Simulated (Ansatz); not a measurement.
Gas-phase electronic energies from Ansatz, PBE0-D4/def2-TZVP geometries. CCSD(T)/CBS is the MP2 limit (def2-TZVPP, def2-QZVPP) plus CCSD(T) − MP2 in def2-TZVPP, frozen cores. This one scheme is used for every species. DFT in def2-TZVPP. For Ge outer-core shells are correlated without core-valence functions, which leaves a few kJ/mol of doubt a bond. Scalar relativity is left out up to krypton.

`CC(C)(C)[N]([SiH3])[GeH3]` → `[SiH3][NH][GeH3]` + `C=C(C)C`  (alkene loss)

```csv
level,ΔE (kJ/mol)
r2SCANh,56.6
CAM-B3LYP,32.8
CCSD/def2-SVP,72.7
HF/def2-TZVPP,-2.0
```

(1) What does CCSD(T)/CBS give? (Estimate.)

Largest T1 diagnostic among the species: 0.011.

Answers

(1) Ansatz gave: +66.7 kJ/mol. The listed levels differ from it by -10.1, -33.9, 6.0, -68.7 kJ/mol.

The D4 term adds +40.8 kJ/mol with B3LYP and +23.0 kJ/mol with PBE0; it sums over pairs of atoms, weighted by their polarisabilities, and B3LYP, whose exchange is more repulsive, gets the larger term. From r2SCAN to r2SCAN0 (25 % exact exchange), in def2-TZVPP and without D4, ΔE moves by +5.7 kJ/mol. Leaving LDA and LC-ωPBE aside and taking each functional with its dispersion term where it has one, the values, not all of them listed here, spread over 36.8 kJ/mol, from B2PLYP to PBE-QIDH. LDA lies +68.9 kJ/mol from PBE without D4.

CCSD(T)/CBS has its own doubt, a few kJ/mol and more with outer-core shells, so smaller differences from it don't rank the levels.

B3LYP here is the variant with VWN-RPA as its local correlation; programs differ in this.
